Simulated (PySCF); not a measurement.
Start geometry of `CB(Cl)P[SiH3]` from a GFN2-xTB structure with every atom displaced at random (by about 0.01 Å) (Å):
```
atom  x, y, z in Å
C1     2.177   -0.203   -0.421
B2     0.873   -0.188    0.502
Cl3    0.704   -1.420    1.689
P4    -0.400    1.147    0.503
Si5   -2.341    0.030    0.138
H6     2.203    0.700   -1.077
H7     2.186   -1.065   -1.061
H8     3.091   -0.204    0.155
H9    -0.232    1.680   -0.730
H10   -3.301    1.069   -0.222
H11   -2.250   -0.970   -0.908
H12   -2.672   -0.604    1.423
```

Problem. What comes out of this run: PBE0-D3(BJ)/def2-SVP geometry optimisation, gas phase in PySCF?

Solution. 
```
atom  x, y, z in Å
C1     4.2423   -1.3845    1.1169
B2     2.9067   -1.4773    1.9202
Cl3    2.6163   -2.9135    2.9194
P4     1.6020   -0.1040    2.0079
Si5   -0.3122   -1.2732    1.7884
H6     4.3888   -0.4294    0.5942
H7     4.2591   -2.1969    0.3692
H8     5.1030   -1.5686    1.7812
H9     1.7251    0.4444    0.7000
H10   -1.3506   -0.3222    1.2901
H11   -0.2085   -2.4264    0.8448
H12   -0.6996   -1.7693    3.1392
```

The energy falls by 0.236 eV over 12 energy and gradient evaluations, the largest force component goes from 0.0331 to 2.5e-04 Eh/bohr, and the atoms move by 0.193 Å rms after alignment. The bond that changes most is P4–H9 (three-coordinate phosphorus to P–H hydrogen), which lengthens by 0.069 Å. Bonds longer at the end by more than 0.005 Å: 8 of 11; shorter: 3. Among the angles that change most is B2–C1–H6, from 110.5° to 114.2°. Among the dihedrals that turn most is Cl3–B2–P4–Si5, from -60° to -47°. Rotational constants go from 3174, 1476, 1158 to 3069, 1547, 1142 MHz. The orientation of the end geometry is arbitrary; only internal coordinates are fixed.

The run used 117 basis functions and 70 SCF cycles in all.

Not checked by PBE0-D3(BJ)/def2-SVP frequencies. One conformer, not necessarily the lowest.
